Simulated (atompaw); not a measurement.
u(r) = r·R(r): atom against pseudo-atom (hydrogen (H))

Columns: radius, all-electron u(r) and pseudo u(r) of the 1s shell (level -6.49 eV) of hydrogen in the configuration 1s1; PBE, scalar-relativistic, PAW (atompaw) scheme, atompaw 4.2.0.5.

```csv
r (bohr),all-electron,pseudo
0.027,0.0505,0.0418
0.054,0.0982,0.0834
0.081,0.1433,0.1245
0.108,0.1859,0.1648
0.135,0.2260,0.2042
0.162,0.2638,0.2423
0.188,0.2982,0.2778
0.215,0.3317,0.3131
0.242,0.3632,0.3468
0.269,0.3928,0.3787
0.296,0.4205,0.4088
0.323,0.4464,0.4370
0.350,0.4706,0.4633
0.377,0.4932,0.4877
0.404,0.5143,0.5103
0.431,0.5339,0.5311
0.458,0.5520,0.5502
0.485,0.5688,0.5678
0.512,0.5844,0.5838
0.538,0.5982,0.5979
0.565,0.6114,0.6113
0.592,0.6235,0.6234
0.619,0.6345,0.6345
0.646,0.6446,0.6446
0.673,0.6537,0.6537
0.700,0.6618,0.6618
```

Question: How many radial nodes do the two functions have?

Answer: The all-electron 1s function has n − l − 1 = 0; the pseudo-wave has 0.

Question: Is the pseudo-wave norm-conserving?

Answer: No, it belongs to a PAW set: the norm inside the radius is not constrained, and the difference is carried by the augmentation charge.
